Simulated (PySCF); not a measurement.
CHCl₂FOSi, SMILES O=C[Si](F)(Cl)Cl. Atoms are numbered in the order given.

```xyz
7

O     -2.2838    -0.9907    -0.7690
C     -1.8501    -0.0684    -0.1236
Si     0.0166     0.0819     0.3071
F      0.1756     0.1862     1.9101
Cl     1.0392    -1.5410    -0.3682
Cl     0.7305     1.8207    -0.5044
H     -2.5272     0.7597     0.2384
```

Coordinates come from a r2SCAN-D4/def2-SVP optimisation. The structure was generated by enumeration, and PubChem lists no compound with its InChIKey, so it may never have been made. The values are those of a single conformer.

These are PySCF with ωB97X/def2-TZVP values and carry that method's errors.

ESP charges are fitted to the potential on shells at 1.4 to 2.0 van der Waals radii. Atomic charges (e):

```csv
atom,ESP fit,IAO
O1,-0.38,-0.34
C2,0.39,-0.02
Si3,0.20,1.33
F4,-0.15,-0.52
Cl5,-0.02,-0.27
Cl6,-0.07,-0.29
H7,0.04,0.11
```

Computed Mayer and Wiberg (Löwdin basis) orders of the bonds:
```csv
bond,Mayer,Wiberg
O1–C2,2.03,2.83
C2–Si3,0.92,1.05
Si3–F4,1.13,1.71
Si3–Cl5,1.27,1.89
Si3–Cl6,1.22,1.85
C2–H7,0.90,0.89
```
